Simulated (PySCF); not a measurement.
## Ru(3+) (ruthenium, charge +3) across methods

[Kr] 4d5, high-spin 6S determinant. Computed with PySCF 2.14 in def2-QZVPPD with the def2 core potential (28 electrons), with scalar relativity through the core potential.

```tsv
method	E (hartree)	mean ε 4p α (eV)	mean ε 4p β (eV)	mean ε 4d α (eV)	Σ⟨r²⟩ (bohr²)	⟨S²⟩
PBE0	-92.8608	-87.819	-81.816	-40.967	22.91	8.750
r2SCAN	-92.9154	-85.602	-79.965	-39.392	22.82	8.750
TPSS	-92.8362	-83.980	-79.479	-38.851	22.96	8.750
M06-2X	-92.7450	-90.685	-84.223	-42.716	22.90	8.750
B3LYP	-92.8805	-86.957	-81.460	-40.438	22.95	8.750
PBE	-92.8566	-83.595	-79.329	-38.919	23.02	8.750
LDA	-92.6130	-83.506	-79.336	-38.947	23.16	8.750
BLYP	-92.8144	-83.417	-79.283	-38.627	23.03	8.750
```

**Question.** Estimate the same row for UHF.

**Answer.** E (hartree) = -92.36686; mean ε 4p α (eV) = -99.596; mean ε 4p β (eV) = -87.745; mean ε 4d α (eV) = -46.290; Σ⟨r²⟩ (bohr²) = 22.77; ⟨S²⟩ = 8.750.

Energies and moments cover only the electrons outside the core potential.
